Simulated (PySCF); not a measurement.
**Electron correlation in Hf (hafnium, neutral)**

[Xe] 4f14 5d3 6s1, high-spin 5F determinant (an excited configuration). All numbers are calculated (PySCF 2.14, the spin-free X2C one-electron Hamiltonian (Gaussian nucleus), in ANO-RCC-VTZP). Frozen: [Kr] 4d10 4f14; 12 electrons correlated.

```
  level  correlation energy (mhartree)
   CCSD                        -258.30
    (T)                          -6.02
CCSD(T)                        -264.32
```

Diagnostics: T1 = 0.0079, D1 = 0.0345, largest double amplitude 0.050.

Spin-orbit coupling, absent here, splits the open shell strongly.

Cost of the coupled-cluster step: roughly 17 core-seconds, for 12 correlated electrons.
